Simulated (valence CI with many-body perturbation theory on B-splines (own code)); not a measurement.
E1 line list for Br XXXI

Method: configuration interaction combined with many-body perturbation theory (CI+MBPT): three valence electrons over a frozen Dirac-Fock core [He], a basis of 11 s, 11 p, 9 d, 7 f, 5 g, 2 h, 1 i functions for each j, with the one-electron correlation potential Σ1 (screened to all orders), the two-electron term Σ2, the three-electron term Σ3, Breit, model QED; selected single and double excitations, second order for the rest (own B-spline code, finite nucleus).

The last digits are not significant, and no measured levels were compared; by estimate large intervals hold to a few tenths of a per cent, small ones and those within an open d or f shell to about a per cent.

Lines 101 to 150 of 260 in falling wavelength, among levels below 18298 × 10³ cm⁻¹, chosen from the strongest by gf and those to the six lowest levels. Wavelengths and rates use the calculated energies. Electric multipoles are in the length gauge, E1 and E2 with the static RPA response of the core. Weak lines are less certain than strong ones. Lines between different terms over intervals too small for the method are left out, as are lines whose strength nearly cancels. The highest levels of a list are the least certain.

Levels are named by their leading jj configuration (3d3/2^4 stands for four electrons in 3d with j = 3/2), which in mixed levels can hold well under half, so a name can repeat and another be missing. Letters in brackets count levels of one name in rising energy.

| λ vac (nm) | Upper | Lower | A (s⁻¹) | log gf | Branch % |
| --- | --- | --- | --- | --- | --- |
| 0.6403 | (2s 2p3/2 3d5/2) J=5/2 [a] | (2s 2p3/2^2) J=3/2 | 5.98e+12 | -0.66 | 11.2 |
| 0.6398 | (2s 2p1/2 3d3/2) J=3/2 [a] | (2s 2p1/2 2p3/2) J=3/2 [b] | 3.01e+12 | -1.13 | 25.1 |
| 0.6394 | (2p3/2^2 3s) J=5/2 | (2p1/2 2p3/2^2) J=5/2 | 5.79e+12 | -0.67 | 39.4 |
| 0.6390 | (2p1/2 2p3/2 3s) J=5/2 | (2p1/2^2 2p3/2) J=3/2 | 6.54e+12 | -0.62 | 62.5 |
| 0.6387 | (2s 2p3/2 3d5/2) J=3/2 [a] | (2s 2p3/2^2) J=3/2 | 1.08e+13 | -0.58 | 21.1 |
| 0.6382 | (2s 2p3/2 3d5/2) J=3/2 [a] | (2s 2p3/2^2) J=1/2 | 1.67e+13 | -0.39 | 32.9 |
| 0.6382 | (2p1/2 2p3/2 3d3/2) J=3/2 | (2p1/2 2p3/2^2) J=5/2 | 4.28e+12 | -0.98 | 24.7 |
| 0.6377 | (2s 2p1/2 3d3/2) J=5/2 | (2s 2p1/2 2p3/2) J=3/2 [b] | 1.17e+12 | -1.37 | 4.9 |
| 0.6370 | (2p1/2 2p3/2 3d5/2) J=7/2 | (2p1/2 2p3/2^2) J=5/2 | 2.02e+12 | -1.01 | 95.1 |
| 0.6356 | (2p3/2^2 3s) J=5/2 | (2p1/2 2p3/2^2) J=3/2 | 6.75e+12 | -0.61 | 45.9 |
| 0.6354 | (2s 2p1/2 3d5/2) J=5/2 [a] | (2s 2p1/2 2p3/2) J=3/2 [b] | 2.97e+12 | -0.97 | 5.6 |
| 0.6352 | (2s 2p3/2 3d5/2) J=1/2 | (2s 2p3/2^2) J=1/2 | 5.94e+13 | -0.14 | 84.9 |
| 0.6351 | (2s 2p1/2 3s) J=1/2 [a] | (2s 2p1/2^2) J=1/2 | 1.80e+12 | -1.66 | 18.1 |
| 0.6347 | (2s 2p1/2 3d5/2) J=3/2 | (2s 2p1/2 2p3/2) J=1/2 | 3.76e+13 | -0.04 | 69.7 |
| 0.6344 | (2s 2p1/2 3d3/2) J=3/2 [b] | (2s 2p1/2 2p3/2) J=3/2 [b] | 4.05e+12 | -1.01 | 4.7 |
| 0.6342 | (2s 2p1/2 3d3/2) J=1/2 | (2s 2p1/2 2p3/2) J=3/2 [b] | 1.16e+12 | -1.85 | 1.1 |
| 0.6342 | (2p1/2^2 3d3/2) J=3/2 | (2p1/2^2 2p3/2) J=3/2 | 8.38e+12 | -0.69 | 80.8 |
| 0.6342 | (2s 2p3/2 3s) J=5/2 | (2s 2p1/2 2p3/2) J=5/2 | 6.33e+12 | -0.64 | 46.7 |
| 0.6320 | (2s 2p1/2 3s) J=3/2 | (2s 2p1/2^2) J=1/2 | 4.35e+12 | -0.98 | 40.0 |
| 0.6315 | (2s 2p1/2 3d5/2) J=3/2 | (2s 2p1/2 2p3/2) J=3/2 [b] | 1.19e+13 | -0.55 | 22.1 |
| 0.6312 | (2p1/2^2 3d5/2) J=5/2 | (2p1/2^2 2p3/2) J=3/2 | 3.29e+13 | 0.07 | 96.4 |
| 0.6308 | (2s 2p1/2 3d5/2) J=5/2 [b] | (2s 2p1/2 2p3/2) J=3/2 [b] | 4.76e+13 | 0.23 | 84.7 |
| 0.6302 | (2s 2p3/2 3s) J=3/2 [a] | (2s 2p1/2 2p3/2) J=5/2 | 3.00e+11 | -2.15 | 2.7 |
| 0.6298 | (2s 2p3/2 3s) J=1/2 | (2s 2p1/2 2p3/2) J=3/2 [b] | 4.14e+12 | -1.31 | 28.5 |
| 0.6290 | (2s 2p1/2 3d3/2) J=3/2 [a] | (2s 2p1/2 2p3/2) J=5/2 | 2.84e+11 | -2.17 | 2.4 |
| 0.6289 | (2s^2 3s) J=1/2 | (2s^2 2p1/2) J=1/2 | 3.09e+12 | -1.44 | 30.8 |
| 0.6289 | (2s 2p3/2 3s) J=5/2 | (2s 2p1/2 2p3/2) J=3/2 [a] | 5.40e+12 | -0.72 | 39.8 |
| 0.6286 | (2s 2p3/2 3d3/2) J=7/2 | (2s 2p3/2^2) J=5/2 | 5.22e+12 | -0.61 | 7.3 |
| 0.6279 | (2s 2p3/2 3d3/2) J=3/2 [a] | (2s 2p3/2^2) J=5/2 | 5.08e+12 | -0.92 | 6.4 |
| 0.6277 | (2s 2p3/2 3d3/2) J=3/2 [b] | (2s 2p3/2^2) J=3/2 | 1.16e+13 | -0.56 | 13.2 |
| 0.6273 | (2s 2p3/2 3d3/2) J=3/2 [b] | (2s 2p3/2^2) J=1/2 | 2.68e+13 | -0.20 | 30.4 |
| 0.6269 | (2s 2p1/2 3d3/2) J=5/2 | (2s 2p1/2 2p3/2) J=5/2 | 4.95e+12 | -0.76 | 20.8 |
| 0.6261 | (2s 2p3/2 3d3/2) J=1/2 [b] | (2s 2p3/2^2) J=3/2 | 9.04e+12 | -0.97 | 14.4 |
| 0.6260 | (2s 2p3/2 3d5/2) J=5/2 [a] | (2s 2p3/2^2) J=5/2 | 4.15e+13 | 0.17 | 77.6 |
| 0.6260 | (2s 2p3/2 3d5/2) J=5/2 [b] | (2s 2p3/2^2) J=3/2 | 8.94e+13 | 0.50 | 96.2 |
| 0.6250 | (2s 2p3/2 3s) J=3/2 [a] | (2s 2p1/2 2p3/2) J=3/2 [a] | 2.20e+11 | -2.29 | 2.0 |
| 0.6248 | (2s 2p3/2 3d5/2) J=3/2 [b] | (2s 2p3/2^2) J=3/2 | 2.58e+13 | -0.22 | 41.5 |
| 0.6247 | (2s 2p1/2 3d5/2) J=5/2 [a] | (2s 2p1/2 2p3/2) J=5/2 | 7.92e+12 | -0.56 | 15.0 |
| 0.6245 | (2s 2p3/2 3d5/2) J=3/2 [a] | (2s 2p3/2^2) J=5/2 | 6.49e+12 | -0.82 | 12.7 |
| 0.6244 | (2s 2p3/2 3d5/2) J=3/2 [b] | (2s 2p3/2^2) J=1/2 | 3.21e+13 | -0.12 | 51.5 |
| 0.6238 | (2s 2p1/2 3d3/2) J=3/2 [a] | (2s 2p1/2 2p3/2) J=3/2 [a] | 4.11e+12 | -1.02 | 34.2 |
| 0.6237 | (2s 2p1/2 3d3/2) J=3/2 [b] | (2s 2p1/2 2p3/2) J=5/2 | 2.05e+12 | -1.32 | 2.4 |
| 0.6236 | (2s 2p1/2 3d5/2) J=7/2 | (2s 2p1/2 2p3/2) J=5/2 | 4.39e+13 | 0.31 | 98.9 |
| 0.6229 | (2s 2p3/2 3d5/2) J=7/2 [a] | (2s 2p3/2^2) J=5/2 | 8.64e+13 | 0.60 | 94.9 |
| 0.6220 | (2s^2 3d3/2) J=3/2 | (2s^2 2p3/2) J=3/2 | 1.14e+13 | -0.58 | 15.3 |
| 0.6217 | (2s 2p1/2 3d3/2) J=5/2 | (2s 2p1/2 2p3/2) J=3/2 [a] | 1.75e+13 | -0.22 | 73.3 |
| 0.6213 | (2p1/2 2p3/2 3d3/2) J=3/2 | (2p1/2^2 2p3/2) J=3/2 | 1.05e+13 | -0.61 | 60.6 |
| 0.6210 | (2p1/2 2p3/2 3d3/2) J=5/2 | (2p1/2^2 2p3/2) J=3/2 | 6.76e+12 | -0.63 | 89.4 |
| 0.6207 | (2s 2p3/2 3d3/2) J=5/2 [a] | (2s 2p1/2 2p3/2) J=3/2 [b] | 7.15e+11 | -1.61 | 0.9 |
| 0.6205 | (2s^2 3d5/2) J=5/2 | (2s^2 2p3/2) J=3/2 | 6.89e+13 | 0.38 | 100.0 |

Task: How does gf follow from A for the line at 0.6377 nm?

Result: gf = 1.4992 × (2J+1)_upper × A / σ², with σ = 15682155 cm⁻¹ and 2J+1 = 6: gf = 0.0428.
